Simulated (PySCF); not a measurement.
Start geometry of `C#Cc1ccc[c]c1C=C` [radical] from GFN2-xTB (Å):
```
atom  x, y, z in Å
C1    -1.4501    2.8775    0.0338
C2    -0.6911    1.9457    0.0261
C3     0.2182    0.8646    0.0148
C4     1.5891    1.1178    0.0326
C5     2.5080    0.0886    0.0206
C6     2.0632   -1.2357   -0.0075
C7     0.7205   -1.4407   -0.0237
C8    -0.2531   -0.4741   -0.0157
C9    -1.6744   -0.7771   -0.0305
C10   -2.1538   -2.0161   -0.0490
H11   -2.1102    3.6929    0.0395
H12    1.9258    2.1445    0.0574
H13    3.5675    0.2970    0.0329
H14    2.7716   -2.0497   -0.0148
H15   -2.3405    0.0758   -0.0246
H16   -1.4935   -2.8687   -0.0549
H17   -3.2112   -2.2181   -0.0568
```

**Question.** What comes out of this run: PBE0-D3(BJ)/def2-SVP geometry optimisation, gas phase in PySCF 2.14.0?

**Answer.** 
```
atom  x, y, z in Å
C1    -1.4679    2.8954    0.0338
C2    -0.6974    1.9574    0.0245
C3     0.2209    0.8637    0.0139
C4     1.6039    1.1254    0.0300
C5     2.5352    0.0945    0.0211
C6     2.1018   -1.2414   -0.0044
C7     0.7472   -1.4416   -0.0193
C8    -0.2500   -0.4806   -0.0121
C9    -1.6787   -0.7983   -0.0296
C10   -2.1849   -2.0372   -0.0500
H11   -2.1475    3.7274    0.0423
H12    1.9360    2.1647    0.0500
H13    3.6039    0.3229    0.0339
H14    2.8157   -2.0692   -0.0119
H15   -2.3517    0.0640   -0.0246
H16   -1.5364   -2.9183   -0.0551
H17   -3.2641   -2.2046   -0.0623
```

The energy falls by 0.078 eV over 8 energy and gradient evaluations, the largest force component goes from 0.0163 to 1.9e-04 Eh/bohr, and the atoms move by 0.035 Å rms after alignment. The bond that changes most is C1–H11 (ends: carbon bonded to C and H; hydrogen on carbon), which lengthens by 0.025 Å. Bonds longer at the end by more than 0.005 Å: 17 of 17; shorter: 0. Rotational constants go from 1677, 1506, 793.4 to 1650, 1472, 778.0 MHz. The orientation of the end geometry is arbitrary; only internal coordinates are fixed.

The run used 175 basis functions and 64 SCF cycles in all. Time: 2.3 min. Hardware: one thread, x86-64 server (shared host).

Stationary, but not proved a minimum. ⟨S²⟩ = 0.764 (exact for a doublet: 0.75).

One conformer stands for the species.
